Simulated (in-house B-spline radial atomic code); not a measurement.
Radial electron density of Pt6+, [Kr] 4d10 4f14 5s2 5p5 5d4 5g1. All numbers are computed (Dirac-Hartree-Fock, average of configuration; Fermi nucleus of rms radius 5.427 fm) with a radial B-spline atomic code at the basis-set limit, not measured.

Columns: r (bohr), 4πr²n(r) (electrons per bohr), bar.

```
0.000513     3.57 #
0.000646    5.127 ##
0.000814    7.322 ##
 0.00103    10.44 ###
 0.00129    14.54 ####
 0.00163    20.27 ######
 0.00205     27.7 ########
 0.00259    37.41 ###########
 0.00326     49.2 ###############
 0.00411    63.09 ###################
 0.00517    78.05 ########################
 0.00652    92.82 ############################
 0.00822    104.9 ################################
  0.0104    111.8 ##################################
   0.013    111.8 ##################################
  0.0164    106.2 ################################
  0.0207    100.2 ##############################
  0.0261    101.3 ###############################
  0.0329    114.4 ###################################
  0.0414    133.9 #########################################
  0.0522    144.6 ############################################
  0.0658    135.3 #########################################
  0.0829      117 ####################################
   0.104    115.1 ###################################
   0.132    131.2 ########################################
   0.166    129.1 #######################################
   0.209    96.24 #############################
   0.263    72.86 ######################
   0.332    81.55 #########################
   0.418    84.72 ##########################
   0.527    60.39 ##################
   0.663    33.83 ##########
   0.836    21.42 #######
    1.05     15.4 #####
    1.33    8.686 ###
    1.67    3.473 #
    2.11   0.9733 
    2.66   0.3772 
    3.35   0.3548 
    4.22   0.2892 
    5.31   0.1298 
    6.69  0.02626 
    8.43 0.001939 
    10.6 4.187e-05 
    13.4 1.614e-07
```

On this grid the curve has 4 maxima, near 0.013, 0.0522, 0.132, 0.418 bohr.

The 5g7/2 radial function P(r) = rR(r), positive near the nucleus, with its small component Q(r) (sign convention: Q ≈ (P' + κP/r)/2c):

```csv
r (bohr),P,Q
0.209,0.0009692,0.0001206
0.332,0.003774,0.0002789
0.527,0.01269,0.0005767
0.836,0.04158,0.001192
1.33,0.1338,0.002356
2.11,0.3613,0.003597
3.35,0.5883,0.00268
5.31,0.3605,0.0003645
8.43,0.04408,-5.544e-05
```
